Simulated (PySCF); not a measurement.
Input file for PySCF: R-B3LYP/LANL2DZ on CH6OS (a complex).

```python
from pyscf import gto, scf, dft, mp
from pyscf.data.elements import chemcore

mol = gto.M(
    atom='''
    O     0.26080224   -0.08704100    0.28512645
    H     0.83101260   -0.70921163   -0.17930911
    H    -0.61837091   -0.21400304   -0.08751087
    C     0.82375709    0.82827911    4.32961547
    S     0.23093687   -0.79826008    3.75745129
    H     0.13495228    1.62045053    4.04343959
    H     0.87085536    0.77812981    5.41610416
    H     1.81839393    1.04203731    3.94373995
    H     0.24721076   -0.51895370    2.44033396
    ''',
    basis='lanl2dz',
    ecp={'S': 'lanl2dz'},
    charge=0, spin=0, verbose=3, max_memory=1800)
mf = dft.RKS(mol, xc='b3lyp')
mf.conv_tol = 1e-8
mf.max_cycle = 100
mf.kernel()
if not mf.converged:
    mf = mf.newton().run(mf.mo_coeff, mf.mo_occ)
```

Task: Predict the final total energy.

Result: -127.0164 hartree.
